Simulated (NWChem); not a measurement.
System meant: InNH2BrCl; SMILES [Cl][In]([NH2])[Br]

Here is an NWChem input.

```
start job
memory heap 200 mb stack 900 mb global 1100 mb
geometry units angstroms noautoz
  In    -0.306431     0.435949    -0.020466
  Cl     1.397258     2.035638     0.049537
  Br     0.373692    -1.936868     0.005561
  N     -2.236020     1.003549     0.098741
  H     -2.915668     0.341007    -0.266536
  H     -2.443494     1.934464    -0.254701
end
basis spherical
  * library def2-svp
end
dft
  xc pbe0
  iterations 150
  mulliken
end
task dft energy
```

End of the output:

```
             Grid Information
             ----------------
          Grid used for XC integration:  medium
          Radial quadrature: Mura-Knowles
          Angular quadrature: Lebedev.
          Tag              B.-S. Rad. Rad. Pts. Rad. Cut. Ang. Pts.
          ---              ---------- --------- --------- ---------
          In                  1.55      123           9.0       590
          Cl                  1.00       88          12.0       590
          Br                  1.15      112          12.0       590
          N                   0.65       49          10.0       434
          H                   0.35       45          12.0       434
          Grid pruning is: on
          Number of quadrature shells:   462
          Spatial weights used:  Erf1

          Convergence Information
          -----------------------
          Convergence aids based upon iterative change in
          total energy or number of iterations.
          Levelshifting, if invoked, occurs when the
          HOMO/LUMO gap drops below (HL_TOL):  1.00D-02
          DIIS, if invoked, will attempt to extrapolate
          using up to (NFOCK): 10 stored Fock matrices.

                    Damping( 0%)  Levelshifting(0.5)       DIIS
                  --------------- ------------------- ---------------
          dE  on:    start            ASAP                start
          dE off:    2 iters        150 iters           150 iters

      Screening Tolerance Information
      -------------------------------
          Density screening/tol_rho:  1.00D-10
          AO Gaussian exp screening on grid/accAOfunc:  14
          CD Gaussian exp screening on grid/accCDfunc:  20
          XC Gaussian exp screening on grid/accXCfunc:  20
          Schwarz screening/accCoul:  1.00D-08

      Superposition of Atomic Density Guess
      -------------------------------------

      charge =      49.0 In (Indium)

      symmetry species            s     p     d     f
      number of basis functions =10     7     6
      number of cont. functions = 4     4     2
      number of closed shells   = 5     3     2
      number of open shells     = 0     1     0
      open shell occupation     = 0     1     0
 ------------------------------------------------------------------------
 atomscf:atomd: error in atom scf                   0
 ------------------------------------------------------------------------
 ------------------------------------------------------------------------
  current input line :
    19: task dft energy
 ------------------------------------------------------------------------
 ------------------------------------------------------------------------
 This error has not yet been assigned to a category
 ------------------------------------------------------------------------
 For more information see the NWChem manual at https://nwchemgit.github.io

0:atomscf:atomd: error in atom scf:Received an Error in Communication
```

What is wrong, and how is it mended?

The program stopped with an error. Cause: the def2 basis of a heavy element holds valence functions alone and wants its effective core potential (without it all electrons must fit into that basis). This input runs:
```
start job
memory heap 200 mb stack 900 mb global 1100 mb
geometry units angstroms noautoz
  In    -0.306431     0.435949    -0.020466
  Cl     1.397258     2.035638     0.049537
  Br     0.373692    -1.936868     0.005561
  N     -2.236020     1.003549     0.098741
  H     -2.915668     0.341007    -0.266536
  H     -2.443494     1.934464    -0.254701
end
basis spherical
  * library def2-svp
end
ecp
  In library def2-ecp
end
dft
  xc pbe0
  iterations 150
  mulliken
end
task dft energy
```
It converges to -3279.54136 Ha (PBE0/def2-SVP with def2 effective core potentials on In).
